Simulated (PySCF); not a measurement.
## Spin states of CsTe⁺

Unrestricted PBE0; Cs def2-SVP with ECP46, Te def2-SVP with ECP28; scalar-relativistic core potentials (PySCF 2.14). Outer shells of the fragments: Cs+ closed shells only; Te 4d10 5s2 5p4.

Followed along the bond (rough minima from three points):

```tsv
2Ms+1	unpaired	⟨S²⟩ at the start	R at minimum (Å)	Te (eV)
3	π ↑↑	2.00	4.07	0.00
3	σ ↑, π ↑	2.00	4.36	0.29
1	π ↑↓	1.01	4.07	0.37
1	σ ↓, π ↑	1.01	4.34	0.64
1	none	0.00	4.06	1.47
```

Solutions found at the starting distance of 3.625 Å, counted from the lowest of them; the search is not exhaustive and high or unbound solutions are not listed, so other states can lie among these:

| 2Ms+1 | unpaired | term | E (eV) | ⟨S²⟩ | ⟨Lz²⟩ | μ (D) |
| --- | --- | --- | --- | --- | --- | --- |
| 3 | π ↑↑ | ³Σ⁻ | 0.00 | 2.00 | 0.00 | -6.60 |
| 3 | σ ↑, π ↑ | ³Π | 0.28 | 2.00 | 1.01 | -7.07 |
| 1 | π ↑↓ | mixed | 0.37 | 1.01 | 2.01 | -6.60 |
| 1 | σ ↓, π ↑ | mixed | 0.63 | 1.01 | 1.01 | -7.04 |
| 1 | none | mixed | 1.46 | 0.00 | 2.00 | -6.55 |
| 3 | σ ↑↑, π ↑↓ | mixed | 6.23 | 3.01 | 2.01 | 3.10 |
| 1 | σ ↓↓, π ↑↑ | mixed | 6.28 | 2.01 | 0.00 | 3.60 |
| 3 | σ ↑, π ↑ | ³Π | 7.26 | 2.00 | 1.01 | 2.29 |
| 1 | σ ↓, π ↑ | mixed | 7.33 | 1.00 | 1.01 | 2.80 |
| 3 | σ ↑, π ↑↑↓ | mixed | 7.42 | 3.01 | 3.01 | 2.03 |

A term symbol is given only where ⟨S²⟩ and ⟨Lz²⟩ are close to those of a pure state; real π, δ and φ orbitals otherwise mix terms. A positive dipole points towards Te; it is taken about the centre of mass and depends on that origin.

Spin–orbit coupling is left out. Counting both spins, an empty level lies below a filled one in some of these solutions, because spin and occupation are held.
